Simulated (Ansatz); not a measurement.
Cost and result for the atomization energy of AlCl2H3Si (`[SiH3][Al]([Cl])[Cl]`) (7 atoms, 6 bonds).

The species carries charge 0 and has multiplicity 1. Geometry: relaxed with PBE0-D4/def2-TZVP. Program: Ansatz. All runs use 2 threads of a server CPU on a shared host. Times are those of one run each, without the atoms' runs, and a repeat can differ threefold. Electronic energies, without spin–orbit coupling; frozen cores. CCSD(T)/CBS adds CCSD(T) − MP2 in def2-TZVPP to the MP2 limit, and its time is that of the two runs behind it. T1 = 0.011. B3LYP takes the VWN-RPA correlation (the form of Gaussian; ORCA's B3LYP/G). HSE06 is the plane-wave form, built on full-range PBE exchange.

CCSD(T)/CBS is a level of theory with its own doubt, some kJ/mol a heavy atom from the limit and from the frozen cores, so smaller differences don't rank the functionals.

```json
{"level": "LDA (SPW92)/def2-TZVPP", "functions": "210", "wall time": "2.6 s", "atomization (kJ/mol)": "2269.5", "difference from CCSD(T)/CBS": "197.0", "per bond": "32.8"}
{"level": "CCSD(T)/def2-SVP", "functions": "87", "wall time": "3.7 s", "atomization (kJ/mol)": "1922.7", "difference from CCSD(T)/CBS": "-149.8", "per bond": "-25.0"}
{"level": "revPBE-D4/def2-TZVPP", "functions": "210", "wall time": "4.5 s", "atomization (kJ/mol)": "2009.8", "difference from CCSD(T)/CBS": "-62.7", "per bond": "-10.4"}
{"level": "HSE06-D4/def2-TZVPP", "functions": "210", "wall time": "8 s", "atomization (kJ/mol)": "2045.4", "difference from CCSD(T)/CBS": "-27.1", "per bond": "-4.5"}
{"level": "CAM-B3LYP-D4/def2-TZVPP", "functions": "210", "wall time": "8.5 s", "atomization (kJ/mol)": "2045.9", "difference from CCSD(T)/CBS": "-26.6", "per bond": "-4.4"}
{"level": "B3LYP-D4/def2-TZVPP (with forces)", "functions": "210", "wall time": "11 s", "atomization (kJ/mol)": "2037.4", "difference from CCSD(T)/CBS": "-35.1", "per bond": "-5.9"}
{"level": "B2PLYP/def2-TZVPP", "functions": "210", "wall time": "11 s", "atomization (kJ/mol)": "2021.6", "difference from CCSD(T)/CBS": "-50.9", "per bond": "-8.5"}
{"level": "r2SCANh-D4/def2-TZVPP", "functions": "210", "wall time": "13 s", "atomization (kJ/mol)": "2071.6", "difference from CCSD(T)/CBS": "-0.9", "per bond": "-0.1"}
{"level": "ωB97X-V/def2-TZVPP", "functions": "210", "wall time": "19 s", "atomization (kJ/mol)": "2083.5", "difference from CCSD(T)/CBS": "11.0", "per bond": "1.8"}
{"level": "ωB97M-V/def2-TZVPP (with forces)", "functions": "210", "wall time": "28 s", "atomization (kJ/mol)": "2068.0", "difference from CCSD(T)/CBS": "-4.5", "per bond": "-0.7"}
{"level": "MP2/def2-QZVPP", "functions": "370", "wall time": "32 s", "atomization (kJ/mol)": "2072.7", "difference from CCSD(T)/CBS": "0.2", "per bond": "0.0"}
{"level": "CCSD(T)/def2-TZVPP", "functions": "210", "wall time": "110 s", "atomization (kJ/mol)": "2009.5", "difference from CCSD(T)/CBS": "-63.0", "per bond": "-10.5"}
{"level": "CCSD(T)/CBS(def2)", "functions": "–", "wall time": "2.4 min", "atomization (kJ/mol)": "2072.5", "difference from CCSD(T)/CBS": "0.0", "per bond": "0.0"}
```

The D4 term adds +28.7 kJ/mol with B3LYP and +15.3 kJ/mol with PBE0; it sums over pairs of atoms, weighted by their polarisabilities, and B3LYP, whose exchange is more repulsive, gets the larger term. From r2SCAN to r2SCAN0 (25 % exact exchange), in def2-TZVPP and without D4, the atomization energy moves by −21.7 kJ/mol: exact exchange takes away binding that semilocal exchange gives to molecules. In def2-TZVPP, CCSD(T) changes the Hartree–Fock value by +400.7 kJ/mol (the triples alone add +26.8 kJ/mol) and MP2 by +426.7 kJ/mol; breaking electron pairs costs correlation energy, which Hartree–Fock lacks.
